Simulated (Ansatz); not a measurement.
Relaxation of C2H5BN (9 atoms, charge 1, multiplicity 1), to a largest force component of 0.02 eV/Å in at most 40 steps.

All numbers below come from RKS PBE0/def2-SVP in Ansatz 0.2.0.

```xyz
9
Properties=species:S:1:pos:R:3:forces:R:3
C -1.689 0.363 1.433 0.61 -0.03 -0.34
N -0.674 0.333 0.905 -1.41 0.09 0.81
B 0.610 0.313 0.271 1.20 -0.58 -1.61
C 0.736 -0.414 -1.076 0.01 0.12 0.20
H -2.635 0.389 1.921 -0.98 0.03 0.51
H 1.451 0.869 0.859 0.59 0.46 0.55
H 1.736 -0.391 -1.497 0.43 0.08 -0.05
H 0.044 -0.003 -1.819 -0.31 0.26 -0.22
H 0.421 -1.459 -0.999 -0.14 -0.43 0.16
```

Problem. Where does it end, and by what steps?

Solution. The forces met the threshold. The force dipped under the threshold on the way, but the program's further checks kept it going. Limits of this set-up: the dipole of an ion depends on the origin. After 33 steps the energy has fallen by 0.144 eV; H8 moved furthest, 0.64 Å.

```json
{"step": "0", "energy less start (eV)": "0.0000", "largest force component (eV/Å)": "1.615", "accepted": "yes"}
{"step": "2", "energy less start (eV)": "-0.1233", "largest force component (eV/Å)": "0.239", "accepted": "yes"}
{"step": "4", "energy less start (eV)": "-0.1247", "largest force component (eV/Å)": "0.095", "accepted": "yes"}
{"step": "6", "energy less start (eV)": "-0.1252", "largest force component (eV/Å)": "0.007", "accepted": "yes"}
{"step": "8", "energy less start (eV)": "-0.1253", "largest force component (eV/Å)": "0.008", "accepted": "yes"}
{"step": "10", "energy less start (eV)": "-0.1253", "largest force component (eV/Å)": "0.013", "accepted": "yes"}
{"step": "12", "energy less start (eV)": "-0.1254", "largest force component (eV/Å)": "0.019", "accepted": "yes"}
{"step": "14", "energy less start (eV)": "-0.1256", "largest force component (eV/Å)": "0.030", "accepted": "yes"}
{"step": "16", "energy less start (eV)": "-0.1260", "largest force component (eV/Å)": "0.046", "accepted": "yes"}
{"step": "18", "energy less start (eV)": "-0.1267", "largest force component (eV/Å)": "0.066", "accepted": "yes"}
{"step": "20", "energy less start (eV)": "-0.1279", "largest force component (eV/Å)": "0.085", "accepted": "yes"}
{"step": "22", "energy less start (eV)": "-0.1297", "largest force component (eV/Å)": "0.094", "accepted": "yes"}
{"step": "24", "energy less start (eV)": "-0.1284", "largest force component (eV/Å)": "0.434", "accepted": "no"}
{"step": "26", "energy less start (eV)": "-0.1383", "largest force component (eV/Å)": "0.154", "accepted": "yes"}
{"step": "28", "energy less start (eV)": "-0.1426", "largest force component (eV/Å)": "0.122", "accepted": "yes"}
{"step": "30", "energy less start (eV)": "-0.1440", "largest force component (eV/Å)": "0.051", "accepted": "yes"}
{"step": "32", "energy less start (eV)": "-0.1443", "largest force component (eV/Å)": "0.024", "accepted": "yes"}
{"step": "33", "energy less start (eV)": "-0.1444", "largest force component (eV/Å)": "0.016", "accepted": "yes"}
```

```xyz
9
Properties=species:S:1:pos:R:3
C -1.687 0.257 1.567
N -0.726 0.314 0.944
B 0.555 0.402 0.145
C 0.733 -0.483 -1.083
H -2.601 0.205 2.162
H 1.294 1.239 0.584
H 1.774 -0.842 -1.152
H 0.637 0.213 -1.947
H 0.020 -1.305 -1.220
```

Whether the end is a true minimum wasn't checked by a vibrational analysis.

The run took 72 s on 1 thread of Arm Neoverse V2 (shared host), peak memory 0.13 GiB.
